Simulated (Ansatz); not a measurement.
Ge3Se4. Charge 0, multiplicity 1. Geometry PBE-D4/def2-SVP.

```xyz
7

Ge    0.434   -1.810   -0.064
Ge   -1.566    0.326   -0.955
Ge    2.017    1.912    0.062
Se    0.714    1.523    2.052
Se    1.098    0.386   -1.541
Se   -1.818   -2.124   -1.014
Se   -0.879   -0.214    1.461
```

Another isomer (singlet) lies 0.46 eV lower at PBE0-D4/def2-TZVP; other spin states weren't run for this one.

Problem. Estimate the orbital energies around the gap (eV) in Ansatz with PBE-D4/def2-SVP, PBE-D4/def2-TZVP, r2SCAN-D4/def2-TZVP, PBE0-D4/def2-SVP, PBE0-D4/def2-TZVP.

Solution. 
```csv
orbital,PBE-D4/def2-SVP,PBE-D4/def2-TZVP,r2SCAN-D4/def2-TZVP,PBE0-D4/def2-SVP,PBE0-D4/def2-TZVP
HOMO−5,-7.03,-7.02,-7.33,-8.05,-8.00
HOMO−4,-6.74,-6.75,-7.08,-7.80,-7.77
HOMO−3,-6.50,-6.53,-6.86,-7.59,-7.58
HOMO−2,-6.20,-6.20,-6.50,-7.21,-7.17
HOMO−1,-5.69,-5.73,-6.00,-6.68,-6.68
HOMO,-5.26,-5.29,-5.53,-6.15,-6.15
LUMO,-3.73,-3.76,-3.82,-3.18,-3.16
LUMO+1,-3.19,-3.22,-3.22,-2.53,-2.51
LUMO+2,-2.24,-2.29,-2.20,-1.58,-1.60
LUMO+3,-2.03,-2.14,-2.05,-1.36,-1.45
LUMO+4,-1.87,-1.95,-1.84,-1.19,-1.24
LUMO+5,-1.80,-1.85,-1.80,-1.10,-1.12
```
